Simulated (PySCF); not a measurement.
F4V (SMILES [F][V]([F])([F])[F]), doublet, at a GFN2-xTB geometry (such geometries of metal compounds can be far from the true shape) (the multiplicity is a formal guess); PBE0/3-21G in PySCF.

Here is a job for PySCF.
```python
from pyscf import gto, scf, dft

mol = gto.M(
    atom='''
V    -0.00000000    0.00000000    0.00000000
F     0.75441976    0.94774271   -1.10596620
F     0.39850250   -1.08701205    1.16194974
F    -0.66330498   -1.06340261   -1.05817203
F    -0.48961727    1.20267195    1.00218849
''',
    basis='3-21g',
    spin=1,
    verbose=4,
)

mf = dft.UKS(mol)
mf.xc = 'pbe0'
mf.kernel()
```

The log (banner, timings and long lists left out):

```
PySCF version 2.14.0

[INPUT] verbose = 4
[INPUT] num. atoms = 5
[INPUT] num. electrons = 59
[INPUT] charge = 0
[INPUT] spin (= nelec alpha-beta = 2S) = 1
[INPUT] symmetry False subgroup None
[INPUT] Mole.unit = angstrom
[INPUT] Symbol           X                Y                Z      unit          X                Y                Z       unit  Magmom
[INPUT]  1 V      0.000000000000   0.000000000000   0.000000000000 AA    0.000000000000   0.000000000000   0.000000000000 Bohr   0.0
[INPUT]  2 F      0.754419760000   0.947742710000  -1.105966200000 AA    1.425646729360   1.790974158453  -2.089973221026 Bohr   0.0
[INPUT]  3 F      0.398502500000  -1.087012050000   1.161949740000 AA    0.753060584954  -2.054155068602   2.195766779110 Bohr   0.0
[INPUT]  4 F     -0.663304980000  -1.063402610000  -1.058172030000 AA   -1.253464749260  -2.009539693048  -1.999655329375 Bohr   0.0
[INPUT]  5 F     -0.489617270000   1.202671950000   1.002188490000 AA   -0.925242546157   2.272720603197   1.893861771291 Bohr   0.0

nuclear repulsion = 364.735358220646
number of shells = 31
number of NR pGTOs = 114
number of NR cGTOs = 63
basis = 3-21g
ecp = {}

******** <class 'pyscf.dft.uks.UKS'> ********
method = UKS
initial guess = minao
damping factor = 0
level_shift factor = 0
DIIS = <class 'pyscf.scf.diis.CDIIS'>
diis_start_cycle = 1
diis_space = 8
diis_damp = 0
SCF conv_tol = 1e-09
SCF conv_tol_grad = None
SCF max_cycles = 50
direct_scf = True
direct_scf_tol = 1e-13
number electrons alpha = 30  beta = 29
XC library pyscf.dft.libxc version 7.1.2
    S. Lehtola, C. Steigemann, M. J. T. Oliveira, and M. A. L. Marques,  SoftwareX 7, 1–5 (2018)
XC functionals = pbe0
    C. Adamo and V. Barone,  J. Chem. Phys. 110, 6158 (1999)
    M. Ernzerhof and G. E. Scuseria,  J. Chem. Phys. 110, 5029 (1999)
radial grids:
    Treutler-Ahlrichs [JCP 102, 346 (1995); DOI:10.1063/1.469408] (M4) radial grids

becke partition: Becke, JCP 88, 2547 (1988); DOI:10.1063/1.454033
pruning grids: <function nwchem_prune>
grids dens level: 3
symmetrized grids: False
atomic radii adjust function: <function treutler_atomic_radii_adjust>
small_rho_cutoff = 0
Set gradient conv threshold to 3.16228e-05
tot grids = 77952
init E= -1335.48897648844

cycle= 1 E= -1336.02282338247  delta_E= -0.534  |g|= 0.769  |ddm|= 1.75
cycle= 2 E= -1332.6992103012  delta_E= 3.32  |g|= 3.49  |ddm|= 1.62
cycle= 3 E= -1336.20531666664  delta_E= -3.51  |g|= 0.278  |ddm|= 1.22
cycle= 4 E= -1336.22063780049  delta_E= -0.0153  |g|= 0.101  |ddm|= 0.136
cycle= 5 E= -1336.22512740553  delta_E= -0.00449  |g|= 0.00285  |ddm|= 0.0544
cycle= 6 E= -1336.22514650126  delta_E= -1.91e-05  |g|= 0.00202  |ddm|= 0.00906
cycle= 7 E= -1336.22514990312  delta_E= -3.4e-06  |g|= 0.000473  |ddm|= 0.00325
cycle= 8 E= -1336.22515002468  delta_E= -1.22e-07  |g|= 0.000398  |ddm|= 0.000638
cycle= 9 E= -1336.22515008767  delta_E= -6.3e-08  |g|= 3.06e-05  |ddm|= 0.000307
cycle= 10 E= -1336.22515008837  delta_E= -7e-10  |g|= 1.78e-05  |ddm|= 6.07e-05
Extra cycle  E= -1336.22515008812  delta_E= 2.41e-10  |g|= 3.33e-05  |ddm|= 3.04e-05
converged SCF energy = -1336.22515008812  <S^2> = 0.75318689  2S+1 = 2.0031844
```
